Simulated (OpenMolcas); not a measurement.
d3 ions of charge +4 down a group with 6 fluoride ligands in octahedral coordination

```
Program             : OpenMolcas
Method              : SS-CASPT2, IPEA 0.25 Eh, imaginary shift 0.1 Eh
Spin-orbit coupling : state interaction with AMFI integrals over the reference wave functions
```

The d shell is active; CASPT2 correlates the ligand valence shells and the outer metal core. Anionic complexes are neutralised by point charges behind the ligands. Distances were set from a Shannon-type radius of the metal (high-spin where two are listed) plus a fixed donor radius (F 1.31 Å). Ligand basis ANO-RCC-VDZP, DKH2 Hamiltonian. States (labels of O, the rotations of Oh). Energies in cm-1 above the lowest state or level, χT in cm3 K/mol. Spin-only χT is S(S+1) / 2 for the spin of the ground state.

```
 Ion  Shell  R (Å)   Metal basis  Outer charge (e at Å behind ligand)  Ground state  First state of that spin  First gap with spin-orbit (degeneracies)  χT at 300 K  First state of another spin  Spin-only χT
Mn4+    3d3   1.84  ANO-RCC-VDZP                          0.33 at 3.2           4A2                 4T2 25070                              14830 (4, 4)        1.838                     2E 14850         1.875
Tc4+    4d3   1.96  ANO-RCC-VDZP                          0.33 at 2.6           4A2                 4T2 30220                              11760 (4, 4)        1.763                     2E 11820         1.875
Re4+    5d3   1.94  ANO-RCC-VDZP                          0.33 at 2.4           4A2                 4T2 35640                              10880 (4, 4)        1.381                     2E 11860         1.875
```

The rows also differ in their outer charges, so part of each step comes from that.

χT departs most from the spin-only value for Re4+, by -0.494 cm3 K/mol.

Roots that are degenerate in the reference are averaged as groups; the widest CASPT2 spread within a group is 830 cm-1 (the 3-fold group of multiplicity 2 near 96600 cm-1 above the lowest state of its run, Re4+). Shifts and gaps below about the spread of the groups concerned are not significant. Over all roots computed the reference weight is 0.67 to 0.69 in Mn4+, 0.69 to 0.70 in Tc4+, 0.70 to 0.72 in Re4+; a low but even weight reflects the number of correlated electrons. Ligand-to-metal charge-transfer states are missing. With no ligand orbital active B as a rule stays too high, so bands that hang on it stand too high and its fall with covalency is understated. With one d shell and no ligand orbital active, 10Dq can be off by a tenth or more. The least metal-like active orbital is 80 % on the metal (Löwdin) and no ligand orbital is active, so the numbers are rough (holds for Mn4+). The least metal-like active orbital is 77 % on the metal (Löwdin) and no ligand orbital is active, so the numbers are rough (holds for Tc4+). The least metal-like active orbital is 76 % on the metal (Löwdin) and no ligand orbital is active, so the numbers are rough (holds for Re4+). No measured value stands beside these numbers; the geometry was imposed, not optimised, and the real ion may take another.
